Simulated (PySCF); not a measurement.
**TDDFT excited states: C4H2FN2P**

Species: C4H2FN2P.
SMILES: `Fc1pc(C#N)c[nH]1`

Method: TDDFT CAM-B3LYP/def2-SVPD, vertical, gas phase, core orbitals frozen in the response (PySCF 2.14.0, density-fitted response routines). Isolated species at its GFN2-xTB geometry, gas phase.

Task: What does the calculation give for the low-lying excited states?

Result: 

| state | E (eV) | E (kJ/mol) | λ (nm) | f | symmetry | main configurations (H = HOMO, L = LUMO) |
| --- | --- | --- | --- | --- | --- | --- |
| S1 | 5.42 | 523 | 228.8 | 0.061 | A′ | H→L (84%), H-1→L+1 (14%) |
| S2 | 5.63 | 543 | 220.3 | 0.0013 | – | H→L+1 (63%), H-1→L (33%) |
| S3 | 5.87 | 567 | 211.1 | 0.0026 | A″ | H→L+3 (80%) |
| S4 | 6.07 | 585 | 204.4 | 0.233 | A′ | H-1→L (59%), H→L+1 (31%) |
| S5 | 6.24 | 603 | 198.5 | 0.0000 | – | H→L+2 (91%) |
| S6 | 6.41 | 619 | 193.4 | 0.0089 | A″ | H-2→L (83%) |
| S7 | 6.55 | 632 | 189.2 | 0.0009 | – | H-1→L+3 (48%), H-1→L+6 (15%) |
| S8 | 6.65 | 642 | 186.4 | 0.291 | A′ | H-1→L+1 (79%), H→L (12%) |

Triplets, Tamm–Dancoff:

```json
{"state": "T1", "E (eV)": "3.51", "λ (nm)": "353.5", "main configurations (H = HOMO, L = LUMO)": "H→L (54%), H→L+1 (39%)"}
{"state": "T2", "E (eV)": "4.03", "λ (nm)": "307.7", "main configurations (H = HOMO, L = LUMO)": "H→L (32%), H→L+1 (28%), H-1→L (24%)"}
{"state": "T3", "E (eV)": "4.84", "λ (nm)": "256.3", "main configurations (H = HOMO, L = LUMO)": "H-1→L (53%), H→L+1 (29%)"}
```

The lowest singlet lies at 5.42 eV (229 nm, ultraviolet) and is of moderate strength; its leading configuration is HOMO→LUMO (84%). The most intense listed level is S8 at 6.65 eV (186 nm, f = 0.291), 1.23 eV above S1. It is the last of those listed, so stronger ones may follow. Löwdin shares by element: HOMO carbon 45% or more, phosphorus 28%, fluorine 9% (atoms not listed hold the other 18%); LUMO carbon 40% or more, phosphorus 32% (atoms not listed hold the other 29%). Weighted by f, the mean energy of these states is 6.29 eV. Orbital energies (eV): HOMO-3 -11.19, HOMO-2 -10.26, HOMO-1 -9.16, HOMO -8.45, LUMO -0.18, LUMO+1 0.26, LUMO+2 0.65. Of the 8 states listed, 3 reach f = 0.01 and 1 stays under 0.0005. Symmetry labels in Cs follow from the direction of the transition dipole and are given only for states with f of 0.002 or more. Singlets were solved by full linear response, triplets in the Tamm–Dancoff approximation.
